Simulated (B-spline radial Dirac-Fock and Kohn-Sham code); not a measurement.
Photoemission from F at 9040 eV, detector at θ = 30°, φ = 0°

System: the F atom, [He] 2s2 2p5. Calculated with a radial B-spline solver, using Dirac-Hartree-Slater photoionisation with a Latter tail; cross sections with all multipoles, angular parameters from the dipole term and its interference with E2. Thresholds are tabulated edges, those marked * orbital energies of the model. For linearly polarised light dσ/dΩ = σ/(4π) [1 + β P₂(cos θ) + (δ + γ cos²θ) sin θ cos φ], with θ from the polarisation vector and φ the angle between the beam and the projection of the electron momentum on the plane normal to the polarisation. The dipole factor is 1 + βP₂ and the non-dipole term is the rest of the bracket. Open shells are filled statistically over j.

```csv
subshell,threshold (eV),σ (kb),β,γ,δ,dipole factor,non-dipole term,dσ/dΩ (kb/sr)
1s,696.7,0.318,2.00,2.09,0.000,2.250,+0.786,0.0769
2s,34.84*,0.0172,2.00,2.12,0.000,2.250,+0.797,0.00416
2p1/2,16.00*,0.000223,0.12,0.86,0.341,1.078,+0.495,2.79e-05
2p3/2,15.92*,0.000434,0.10,0.83,0.344,1.061,+0.485,5.34e-05
```
